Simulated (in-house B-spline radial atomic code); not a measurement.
Inner levels of lanthanum as electrons are removed. A shift is the extra binding of the orbital against the neutral atom ([Xe] 5d3/2(1) 6s2). The density at the nucleus is averaged over the nuclear charge. Computed with an all-electron radial atomic-structure program (B-spline basis): Dirac-Hartree-Fock, jj configuration that fills j = l - 1/2 first, finite nuclei.

A number in brackets counts the electrons of a j subshell.

| ion | configuration | shift of 4p3/2 (eV) | shift of 3s1/2 (eV) | shift of 3p3/2 (eV) | radius of 4p3/2 (bohr) | radius of 3s1/2 (bohr) | radius of 3p3/2 (bohr) | Σ<r²> (bohr²) | change of density at nucleus (bohr⁻³) |
| --- | --- | --- | --- | --- | --- | --- | --- | --- | --- |
| La | [Xe] 5d3/2(1) 6s2 | 0 | 0 | 0 | 0.70014 | 0.28357 | 0.28559 | 100.94 | - |
| La+ | [Xe] 5d3/2(2) | 3.2959 | 3.2614 | 3.2841 | 0.70009 | 0.28357 | 0.28559 | 60.545 | -29.394 |
| La2+ | [Xe] 5d3/2(1) | 12.332 | 12.343 | 12.367 | 0.70002 | 0.28357 | 0.28559 | 47.828 | -24.815 |
| La3+ | [Kr] 4d10 5s2 5p6 | ? | ? | ? | ? | ? | ? | ? | ? |
| La4+ | [Kr] 4d10 5s2 5p1/2(2) 5p3/2(3) | 37.089 | 37.636 | 37.607 | 0.70041 | 0.28355 | 0.28558 | 34.318 | -0.345 |
| La5+ | [Kr] 4d10 5s2 5p1/2(2) 5p3/2(2) | 52.019 | 53.089 | 53 | 0.70008 | 0.28354 | 0.28558 | 30.057 | 18.278 |
| La6+ | [Kr] 4d10 5s2 5p1/2(2) 5p3/2(1) | 67.655 | 69.353 | 69.195 | 0.69964 | 0.28352 | 0.28558 | 26.21 | 38.31 |
| La7+ | [Kr] 4d10 5s2 5p1/2(2) | 83.955 | 86.389 | 86.155 | 0.69907 | 0.2835 | 0.28557 | 22.706 | 59.736 |
| La8+ | [Kr] 4d10 5s2 5p1/2(1) | 101.47 | 104.55 | 104.34 | 0.698 | 0.28347 | 0.28554 | 19.618 | 77.37 |
| La9+ | [Kr] 4d10 5s2 | 119.63 | 123.47 | 123.28 | 0.69678 | 0.28344 | 0.2855 | 16.777 | 95.765 |
| La10+ | [Kr] 4d10 5s1 | 139.1 | 143.74 | 143.71 | 0.69504 | 0.28345 | 0.28546 | 14.394 | -77.755 |
| La11+ | [Kr] 4d10 | 159.12 | 164.65 | 164.79 | 0.6932 | 0.28346 | 0.28541 | 12.161 | -268.7 |
| La12+ | [Kr] 4d3/2(4) 4d5/2(5) | ? | ? | ? | ? | ? | ? | ? | ? |
| La13+ | [Kr] 4d3/2(4) 4d5/2(4) | 215.69 | 233.92 | 233.89 | 0.68101 | 0.28315 | 0.28496 | 10.401 | -189.95 |
| La14+ | [Kr] 4d3/2(4) 4d5/2(3) | 244.94 | 270.14 | 270.03 | 0.675 | 0.28297 | 0.2847 | 9.5986 | -146.67 |
| La15+ | [Kr] 4d3/2(4) 4d5/2(2) | 274.82 | 307.4 | 307.19 | 0.66906 | 0.28277 | 0.28442 | 8.8407 | -100.83 |
| La16+ | [Kr] 4d3/2(4) 4d5/2(1) | 305.31 | 345.68 | 345.36 | 0.66319 | 0.28256 | 0.28412 | 8.1235 | -52.431 |
| La17+ | [Kr] 4d3/2(4) | 336.41 | 384.95 | 384.52 | 0.6574 | 0.28232 | 0.28379 | 7.4437 | -1.491 |
| La18+ | [Kr] 4d3/2(3) | 369.73 | 425.52 | 425.1 | 0.65142 | 0.28207 | 0.28346 | 6.8068 | 53.546 |
| La19+ | [Kr] 4d3/2(2) | 403.67 | 467.06 | 466.65 | 0.64551 | 0.28179 | 0.2831 | 6.2011 | 111.14 |
| La20+ | [Kr] 4d3/2(1) | 438.22 | 509.56 | 509.16 | 0.63969 | 0.28149 | 0.28273 | 5.6244 | 171.31 |
| La21+ | [Ar] 3d10 4s2 4p6 | ? | ? | ? | ? | ? | ? | ? | ? |
| La22+ | [Ar] 3d10 4s2 4p1/2(2) 4p3/2(3) | 509.49 | 597.28 | 596.4 | 0.62781 | 0.2809 | 0.28241 | 4.5663 | 309 |
| La23+ | [Ar] 3d10 4s2 4p1/2(2) 4p3/2(2) | 546.08 | 642.26 | 640.87 | 0.62221 | 0.28061 | 0.28208 | 4.0755 | 386.22 |

Problem. Fill in the row of La3+.

Solution. shift of 4p3/2 (eV): 22.918; shift of 3s1/2 (eV): 23.04; shift of 3p3/2 (eV): 23.066; radius of 4p3/2 (bohr): 0.69985; radius of 3s1/2 (bohr): 0.28356; radius of 3p3/2 (bohr): 0.28558; Σ<r²> (bohr²): 39.093; change of density at nucleus (bohr⁻³): -17.493.

Problem. Fill in the row of La12+.

Solution. shift of 4p3/2 (eV): 187.08; shift of 3s1/2 (eV): 198.75; shift of 3p3/2 (eV): 198.81; radius of 4p3/2 (bohr): 0.68708; radius of 3s1/2 (bohr): 0.28331; radius of 3p3/2 (bohr): 0.2852; Σ<r²> (bohr²): 11.253; change of density at nucleus (bohr⁻³): -230.63.

Problem. Fill in the row of La21+.

Solution. shift of 4p3/2 (eV): 473.38; shift of 3s1/2 (eV): 553.01; shift of 3p3/2 (eV): 552.63; radius of 4p3/2 (bohr): 0.63395; radius of 3s1/2 (bohr): 0.28118; radius of 3p3/2 (bohr): 0.28233; Σ<r²> (bohr²): 5.0746; change of density at nucleus (bohr⁻³): 234.02.
